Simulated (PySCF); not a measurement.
germanium monotelluride (GeTe), SMILES [Ge]=[Te] (connectivity only; charge and spin as stated), neutral, multiplicity 1.

The structure is a stationary point at PBE0-D3(BJ)/def2-TZVP. The def2 effective core potentials stand for the cores of Te; spin–orbit coupling is left out.

Method: M06-2X/def2-TZVPD run with PySCF.

```yaml
total_energy: -2344.98013 hartree
point_group: C∞v
highest_occupied_level: -7.99 eV
lowest_empty_level: -1.86 eV
orbital_gap: 6.13 eV
dipole_moment: 0.351 e·Å
quadrupole, principal values (traceless, Buckingham form, about the centre of nuclear charge): -0.90, -0.90, 1.79 D·Å
mean_static_polarisability: 77.3 bohr³ (11.46 Å³)
polarisability_principal_values: 61.3, 61.3, 109.4 bohr³
```
